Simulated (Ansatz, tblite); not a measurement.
Forces on the cluster CdF₂⁻ at its PBE-D4/def2-TZVPD geometry. The state is a doublet with charge -1.

In the def2 sets Cd takes a core potential; there is no spin–orbit coupling. The xTB rows come from tblite. At PBE-D4/def2-TZVPD the highest occupied level of the charge -1 doublet lies above zero (up to 0.39 eV). By energy differences its removal costs 2.50 eV (vertical, to the charge 0 singlet, at PBE-D4/def2-TZVPD); a positive level beside a positive removal energy at the same level points to self-interaction error. The structure comes from a short search, and lower isomers may exist.

GFN1-xTB (tblite), largest force 0.92 eV/Å:

```xyz
3
positions Å, forces eV/Å
Cd   -0.548   -0.209   -0.344   -0.711   -0.272   -0.447
F    -0.498    1.809    0.363    0.023    0.871    0.306
F     1.045   -1.600   -0.019    0.688   -0.599    0.141
```

GFN2-xTB (tblite), largest force 1.52 eV/Å:

```
Cd -1.220 -0.466 -0.767
F 0.292 0.937 0.463
F 0.929 -0.471 0.305
```

PBE-D4/def2-TZVPD (Ansatz), largest force 0.00 eV/Å:

```
Cd 0.000 0.000 0.000
F 0.000 0.000 0.000
F 0.000 0.000 0.000
```
